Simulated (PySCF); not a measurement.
# Working out the ionisation energy of F⁺

F⁺ [He] 2s2 2p4 (3P) → F²⁺ [He] 2s2 2p3 (4S). Computed with PySCF 2.14 in aug-cc-pVDZ (4s3p2d, 23 functions), with no relativity, point nucleus. Frozen: 1s2. Energies in hartree (1 hartree = 27.21139 eV):

| part | F⁺ (lower) | F²⁺ (upper) |
| --- | --- | --- |
| UHF | -98.801665 | -97.575981 |
| CCSD correlation | -0.118220 | -0.084900 |
| (T) | -0.001221 | -0.000512 |

Problem. What does Hartree-Fock give?

Solution. (-97.575981) − (-98.801665) = 1.225684 hartree = 33.353 eV.

Problem. What do CCSD and CCSD(T) give?

Solution. The CCSD correlation energies differ by 0.033320 hartree = 0.907 eV and the triples by 0.000709 hartree = 0.019 eV, so CCSD gives 34.260 eV and CCSD(T) 34.279 eV.

Measured between the centres of the two terms (NIST): 34.950 eV, so CCSD(T) (valence) is off by -0.671 eV.

A double-zeta basis recovers only part of the correlation energy.

What remains against the reference includes basis incompleteness, the frozen core and higher excitations.
